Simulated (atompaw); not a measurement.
## What one change does to a pseudopotential (lanthanum, PAW (atompaw))

```json
{"Element": "lanthanum", "Generator": "atompaw 4.2.0.5", "Type": "PAW", "Functional": "PBE", "Relativity": "scalar-relativistic", "Frozen core": "[Kr] 4d10", "Valence charge": "11", "Reference configuration": "4f0 5s2 5p6 5d1 6s0 6p0 (charge +2)", "Partial waves": "5s (bound): rc 2.30 bohr; 6s (bound, empty): rc 3.00 bohr; 5p (bound): rc 2.70 bohr; 6p (bound, empty): rc 3.00 bohr; 5d (bound): rc 3.00 bohr; 5d channel at 0.6 Ry: rc 3.00 bohr; 4f (bound, empty): rc 1.30 bohr; 4f channel at -0.75 Ry: rc 1.30 bohr", "Local potential": "troulliermartins scheme with l = 4 at 0.5 Ry, radius 2.35 bohr", "Core correction": "smooth core density matched at 1.65 bohr", "Augmentation charge": "sinc compensation charge, radius 2.85 bohr; PAW radius 3.00 bohr; waves and projectors: custom polynom gramschmidtortho"}
```

Change: local potential bessel scheme, radius 2.35 bohr.

Cutoffs: the cutoffs (Ry, on a coarse ladder) from which the occupation-weighted sum of valence levels, in a spherical-Bessel basis at the reference potential, stays within 10 and 1 mRy of its value at 400 Ry; they do not see the model core or the augmentation charge, which bear on the density cutoff.

What does the change do?

The potential gets neither clearly harder nor softer (10 Ry and 18 Ry → 10 Ry and 18 Ry); the range in which the s phases agree widens (upper end 0.6 → 3.3); the range in which the p phases agree widens (upper end 0.2 → at the end of the scan); neither file shows a bound ghost.

| quantity | base | changed |
| --- | --- | --- |
| cutoff, loose | 10 Ry | 10 Ry |
| cutoff, tight | 18 Ry | 18 Ry |
| bound ghosts | none | none |
| s: phases at 3.00 bohr within 0.05 rad from the reference energy up to (Ry; the scan ends near 5) | 0.6 | 3.3 |
| p: phases at 3.00 bohr within 0.05 rad from the reference energy up to (Ry; the scan ends near 5) | 0.2 | to the end of the scan |
| d: phases at 3.00 bohr within 0.05 rad from the reference energy up to (Ry; the scan ends near 5) | to the end of the scan | 1.8 |
| f: phases at 3.00 bohr within 0.05 rad from the reference energy up to (Ry; the scan ends near 5) | 4.3 | 3.8 |
| lowest overlap eigenvalue by channel | s 0.60, p 0.78, d 0.91, f 0.99 | s 0.56, p 0.76, d 0.94, f 1.00 |

Base: The cutoffs count occupied waves only; the empty 4f level needs 70 Ry at the loose tolerance. Changed file: The cutoffs count occupied waves only; the empty 4f level needs 70 Ry at the loose tolerance. The cutoffs see the waves, projectors and local potential, not the compensation charge or the core.
